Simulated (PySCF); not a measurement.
Delta-SCF ions had no search for a lower state. Excitations are Tamm–Dancoff values on a coarser integration grid. The basis has no diffuse functions, so Rydberg states are missing or too high.

Cartesian coordinates (Å):
```xyz
7

O      1.7307    -0.6638    -0.3541
B      0.4617    -0.2439    -0.0916
C     -0.9502    -0.5462     0.2342
C     -0.6106     0.7657     0.1017
H      2.3388     0.0749    -0.5210
H     -1.8526    -1.1158     0.4588
H     -1.1177     1.7290     0.1720
```
Charge 0, spin multiplicity 1.

Task: Estimate the S1 excitation (TDA), HOMO–LUMO gap, vertical ionisation energy (Delta-SCF), HOMO, S1 oscillator strength, T1 excitation (TDA), LUMO and total energy that PySCF 2.14.0 with PBE-D3(BJ)/def2-TZVP returns for this input.

Result: 
```json
{
  "S1 excitation (TDA)": "5.25 eV",
  "HOMO–LUMO gap": "4.95 eV",
  "vertical ionisation energy (Delta-SCF)": "9.87 eV",
  "HOMO": "-6.25 eV",
  "S1 oscillator strength": "0.003",
  "T1 excitation (TDA)": "4.57 eV",
  "LUMO": "-1.30 eV",
  "total_energy": "-177.9250 Ha"
}
```
